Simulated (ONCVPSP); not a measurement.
# An all-electron radial function and its pseudo partner (Se)

Columns: radius, all-electron u(r) and pseudo u(r) of the 3p shell (level -175.72 eV) of selenium in the configuration [Ne] 3s2 3p6 3d10 4s2 4p2; PBE, scalar-relativistic, ONCV scheme, ONCVPSP 4.0.1.

```csv
r (bohr),all-electron,pseudo
0.053,-0.5065,0.0451
0.105,-0.7562,0.1697
0.158,-0.5132,0.3602
0.210,-0.0430,0.5834
0.262,0.4490,0.8137
0.315,0.8638,1.0280
0.368,1.1560,1.2000
0.420,1.3275,1.3155
0.473,1.4037,1.3746
0.525,1.4058,1.3791
0.578,1.3574,1.3391
0.630,1.2774,1.2671
0.683,1.1772,1.1723
0.735,1.0704,1.0683
0.788,0.9599,0.9591
0.840,0.8546,0.8542
0.893,0.7532,0.7529
0.945,0.6613,0.6610
0.998,0.5760,0.5758
1.050,0.5008,0.5006
1.102,0.4339,0.4337
1.155,0.3736,0.3734
1.208,0.3208,0.3206
1.260,0.2756,0.2755
1.313,0.2355,0.2354
1.365,0.2015,0.2015
```

(1) How many radial nodes do the two functions have?

(2) At about which radius was the pseudo-wave matched?

(3) Where does each function peak?

(4) Is the pseudo-wave norm-conserving?

## Answers

(1) The all-electron 3p function has n − l − 1 = 1; the pseudo-wave has 0, since the states of the same l below it are removed with the core.

(2) 0.90 bohr. The columns agree to 0.0005 from 0.84 bohr on; several derivatives are matched, so the curves merge somewhat inside the radius.

(3) Outermost all-electron maximum near 0.53 bohr, pseudo maximum near 0.53 bohr (to the table’s step).

(4) Yes: the ONCV scheme keeps the norm inside the radius equal to the all-electron one, which fixes the energy derivative of the logarithmic derivative at the level.
